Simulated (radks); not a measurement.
Values are calculated unless marked as measured or tabulated.
Q: Coherent X-ray form factor from a spherical all-electron density. Level of theory: scalar-relativistic Kohn-Sham, PBE, spin-polarised, spherical densities, finite nucleus; Fermi nuclear charge, rms radius of each element as measured or else 0.836 A^(1/3) + 0.57 fm (a radial shooting solver on a logarithmic mesh with Libxc functionals).

| sin(theta)/lambda (1/angstrom) | f0 (electrons) |
|---|---|
| 0.05 | 38.888 |
| 0.1 | 36.410 |
| 0.15 | 33.769 |
| 0.2 | 31.352 |
| 0.25 | 29.141 |
| 0.3 | 27.107 |
| 0.4 | 23.623 |
| 0.5 | 20.889 |
| 0.6 | 18.675 |
| 0.8 | 14.980 |
| 1 | 11.884 |
| 1.25 | 9.020 |
| 1.5 | 7.248 |
| 2 | 5.553 |

The species is in the configuration that NIST lists as its ground one. Which atom or ion scatters so?

A: Neutral zirconium, [Kr] 4d2 5s2. Extrapolating in s^2 from the first two rows gives f0(0) = 39.7, near the electron count 40; among species with that count, the fall with angle is slower the higher Z, and the table is that of Z = 40; from so few rows the species is fixed only to a neighbour or two.
